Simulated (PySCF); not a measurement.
Si(F)(Br)(OH)2 (BrFH2O2Si), SMILES O[Si](O)(F)Br. Atoms are numbered in the order given.

```xyz
7

O     -0.1738     2.0364     0.2235
Si    -0.5620     0.4580     0.3685
O     -2.0646     0.2380    -0.2499
F     -0.5455    -0.0021     1.9150
Br     0.9730    -0.7599    -0.6316
H     -0.9141     2.6497     0.1363
H     -2.4562    -0.6426    -0.2131
```
Charge 0, spin multiplicity 1.

Geometry: r2SCAN-D4/def2-SVP. A frequency run showed that this geometry is not a minimum. The structure was generated by enumeration, and PubChem lists no compound with its InChIKey, so it may never have been made. The values are those of a single conformer.

Method: r2SCAN-D4/def2-SVP in PySCF.

Frequencies are harmonic and unscaled.

| mode | ν (cm⁻¹) | IR (km/mol) | moving atoms (share of kinetic energy) |
|---|---|---|---|
| 1 | 31i | 141.9 | H 67 %, O 24 % |
| 2 | 169 | 9.2 | H 55 %, O 24 %, F 14 % |
| 3 | 212 | 3.0 | F 40 %, H 25 %, O 17 %, Br 9 %, Si 8 % |
| 4 | 242 | 58.4 | O 44 %, H 41 %, Si 9 % |
| 5 | 274 | 17.2 | O 36 %, Br 35 %, F 19 %, H 9 % |
| 6 | 316 | 19.1 | O 56 %, Si 19 %, F 15 %, H 9 % |
| 7 | 329 | 47.9 | O 38 %, F 31 %, Si 17 %, H 13 % |
| 8 | 475 | 165.7 | Si 54 %, O 16 %, Br 12 %, F 11 % |
| 9 | 765 | 141.6 | H 60 %, O 34 % |
| 10 | 783 | 205.6 | H 69 %, O 30 % |
| 11 | 849 | 191.7 | F 31 %, Si 27 %, H 24 %, O 17 % |
| 12 | 974 | 170.1 | Si 47 %, O 30 %, F 18 % |
| 13 | 1012 | 156.1 | Si 47 %, O 38 %, H 10 % |
| 14 | 3879 | 146.7 | H 94 % |
| 15 | 3888 | 127.7 | H 94 % |
